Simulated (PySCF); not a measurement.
# How the method moves the HOMO and LUMO of 4-chloropyridine

Species: 4-chloropyridine, C5H4ClN.
Z-matrix (Å and degrees, PBE0-D3(BJ)/def2-SVP geometry), rows numbered from 1:
```
Cl
C   1  1.7256
C   2  1.3927  1  120.27
C   3  1.3945  2  117.59  1  -179.94
N   4  1.3298  3  123.95  2     0.01
C   5  1.3298  4  117.51  3    -0.05
C   2  1.3927  1  120.31  3  -179.96
H   3  1.0908  2  120.94  1     0.05
H   4  1.0962  3  119.42  2   180.00
H   6  1.0962  5  116.62  4  -179.96
H   7  1.0908  2  120.94  1    -0.06
```

Basis pcSseg-1 throughout (PySCF), one geometry. Isolated species at its PBE0-D3(BJ)/def2-SVP geometry, gas phase.

How do the orbital energies, the gap and the dipole change with the method?

| method | kind | HOMO (eV) | LUMO (eV) | gap (eV) | μ (D) | SCF cycles |
| --- | --- | --- | --- | --- | --- | --- |
| PBE | GGA | -6.15 | -2.04 | 4.11 | 0.79 | 14 |
| LDA | LDA | -6.25 | -2.29 | 3.97 | 0.85 | 14 |
| BP86 | GGA | -6.28 | -2.14 | 4.14 | 0.78 | 14 |
| B3LYP | global hybrid | -7.49 | -1.32 | 6.17 | 0.75 | 14 |
| B97-2 | global hybrid | -7.51 | -1.20 | 6.31 | 0.71 | 14 |
| PBE0 | global hybrid | -7.79 | -1.15 | 6.63 | 0.72 | 14 |
| mPW1PW91 | global hybrid | -7.83 | -1.17 | 6.66 | 0.72 | 14 |
| BHandHLYP | global hybrid | -8.87 | -0.08 | 8.79 | 0.68 | 12 |
| CAM-B3LYP | range-separated hybrid | -9.21 | -0.02 | 9.19 | 0.72 | 13 |

The HOMO spans 3.06 eV, from PBE down to CAM-B3LYP, and the gap runs from 3.97 eV (LDA) to 9.19 eV (CAM-B3LYP). Over the methods PBE (0 %), LDA (0 %), BP86 (0 %), B3LYP (20 %), B97-2 (21 %), PBE0 (25 %), mPW1PW91 (25 %), BHandHLYP (50 %), a straight line through the gap against the share of exact exchange rises by 0.97 eV for each 10 % (correlation coefficient 0.997). The dipole ranges from 0.68 D (BHandHLYP) to 0.85 D (LDA). This basis has no diffuse functions.

The vertical ΔSCF ionisation energy at PBE0/def2-SVPD is 9.73 eV; −ε(HOMO) comes closest to it with CAM-B3LYP (9.21 eV).
